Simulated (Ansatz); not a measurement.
Geometry optimisation, Ansatz 0.2.0, RKS PBE0-D4/def2-SVP.

The input (input.yaml):

```yaml
crystal:
  periodic: [false, false, false]
  atoms:
    - { symbol: Zr, position_ang: [0.498142, -0.407125, -0.419849] }
    - { symbol: O, position_ang: [-0.714774, -0.22837, 2.596319] }
    - { symbol: H, position_ang: [-1.286198, -0.987166, 2.773377] }
    - { symbol: F, position_ang: [1.702005, -0.667425, -1.870813] }
    - { symbol: F, position_ang: [-0.119642, 1.39057, -0.443566] }
    - { symbol: "N", position_ang: [-1.0419, -1.660551, -0.751742] }
    - { symbol: H, position_ang: [-0.962012, -2.65146, -0.98269] }
    - { symbol: H, position_ang: [-2.025952, -1.394546, -0.790315] }
    - { symbol: F, position_ang: [1.555673, -1.015663, 1.113883] }
    - { symbol: H, position_ang: [0.194657, -0.597964, 2.683295] }
basis:
  gaussian: { orbitals: def2-SVP }
hamiltonian:
  xc: pbe0
  dispersion: d4
relax:
  f_tol: 0.03
  max_steps: 50
```

Launched with:

```bash
$ ansatz run input.yaml --threads 4 --pin off --max-ram 5120MiB --backend cpu --events-out ev --progress --plain --runs-dir out
```

Problem. Where does it end, and by what steps?

Solution. It converged. The force dipped under the threshold on the way, but the program's further checks kept it going. After 34 steps the energy has fallen by 0.505 eV; H3 moved furthest, 1.52 Å. Joined: Zr1–O2 (3.26 → 2.36 Å).

| step | energy less start (eV) | largest force component (eV/Å) | accepted |
| --- | --- | --- | --- |
| 0 | 0.0000 | 0.861 | yes |
| 2 | -0.2562 | 1.260 | yes |
| 4 | -0.4064 | 0.555 | yes |
| 6 | -0.4187 | 0.355 | yes |
| 8 | -0.4328 | 0.054 | yes |
| 10 | -0.4350 | 0.042 | yes |
| 12 | -0.4229 | 0.764 | no |
| 14 | -0.4434 | 0.326 | yes |
| 16 | -0.4537 | 0.332 | yes |
| 18 | -0.4477 | 1.326 | no |
| 20 | -0.4749 | 0.115 | yes |
| 22 | -0.4878 | 0.024 | yes |
| 24 | -0.4912 | 0.155 | yes |
| 26 | -0.4937 | 0.110 | yes |
| 28 | -0.4977 | 0.425 | no |
| 30 | -0.5018 | 0.341 | yes |
| 32 | -0.5043 | 0.070 | yes |
| 34 | -0.5047 | 0.007 | yes |

```xyz
10
Properties=species:S:1:pos:R:3
Zr 0.298 -0.562 -0.083
O -0.478 -0.447 2.140
H -0.820 0.411 2.420
F 1.478 -0.090 -1.519
F -0.553 1.166 0.113
N -1.036 -1.883 -0.822
H -0.908 -2.892 -0.873
H -1.913 -1.648 -1.283
F 1.597 -1.503 1.002
H 0.134 -0.773 2.812
```

Whether the end is a true minimum wasn't checked by a vibrational analysis.

Run time: 81 s on 4 threads of Intel(R) Xeon(R) Platinum 8259CL CPU @ 2.50GHz (Skylake/Cascade Lake), with other jobs on the host, peak memory 0.32 GiB.
